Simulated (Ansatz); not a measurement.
A made-up structure of BGeH₄, doublet:

B1  (-0.012, -1.211, 0.140)
Ge2  (0.010, 0.985, -0.114)
H3  (-0.887, -1.757, 0.989)
H4  (0.849, -1.953, -0.560)
H5  (1.066, 1.850, -1.160)
H6  (-1.026, 2.087, 0.705)
(Å)

It is relaxed with PBE-D4/def2-SVP and then PBE0-D4/def2-TZVP (Ansatz 0.2.0). Atoms count as bonded within 1.22 times the sum of their covalent radii (H–H: 0.88 Å). The end point is not checked to be a true minimum.

Problem. Does its bonding change? (A judgement: the text doesn't fix the answer.)

Solution. The calculation gives: No: no bond forms or breaks.

Where it ends: The first stage lowers the energy by 0.91 eV in 4 steps. It ends as BGeH₄ ([BH2][GeH2]):
B1  (-0.011, -1.081, 0.125)
Ge2  (0.009, 0.879, -0.102)
H3  (-0.792, -1.569, 0.883)
H4  (0.758, -1.744, -0.500)
H5  (0.952, 1.652, -1.036)
H6  (-0.916, 1.863, 0.630)
(Å)

Labels in which every atom is bracketed show which atoms are joined, not bond orders.

For scale, one of the runs: PBE0-D4/def2-TZVP relaxation, 103 basis functions, launched by `ansatz run in.yaml --threads 2 --pin off --events-out ev --progress --plain --max-ram 4352MiB`. Hardware: 2 CPU threads of an Intel Xeon, shared host. Wall time about 21 s.
